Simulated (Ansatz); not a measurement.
The same molecule with X = F, Cl, Br, I. Ansatz, PBE0-D4/def2-TZVP geometries, multiplicity 1.

Elements past krypton have def2 core potentials. Scalar relativity is left out up to krypton.

```
 X           molecule  mean X–Ge bond length / Å  HOMO–LUMO gap (B3LYP/def2-TZVPP) / eV  size of the dipole moment (PBE/def2-TZVPP) / D  LUMO energy (ωB97M-V/def2-TZVPP) / eV
 F   `[CH3][GeH2][F]`                      1.748                                   8.98                                            2.34                                   2.22
Cl  `[CH3][GeH2][Cl]`                      2.165                                   8.11                                            2.36                                   2.05
 I   `[CH3][GeH2][I]`                      2.525                                   6.17                                            2.19                                   1.08
```

**Question.** Give the row for X = Br, `[CH3][GeH2][Br]`. (Best estimate.)

**Answer.** Ansatz gave: 
```csv
X,molecule,mean X–Ge bond length / Å,HOMO–LUMO gap (B3LYP/def2-TZVPP) / eV,size of the dipole moment (PBE/def2-TZVPP) / D,LUMO energy (ωB97M-V/def2-TZVPP) / eV
Br,`[CH3][GeH2][Br]`,2.320,7.28,2.37,1.65
```

From F to I the mean X–Ge bond length rises at each step, by 0.777 Å in all; the HOMO–LUMO gap (B3LYP/def2-TZVPP) falls at each step, by 2.81 eV in all; the LUMO energy (ωB97M-V/def2-TZVPP) falls at each step, by 1.14 eV in all. Bonds lengthen as the atom grows down the group. Dipoles are sizes alone, and their direction can turn along the series.

B3LYP here is the variant with VWN-RPA as its local correlation; programs differ in this.

Spin–orbit coupling is left out; it splits and shifts lone-pair levels of the heavy atoms by tenths of an eV.
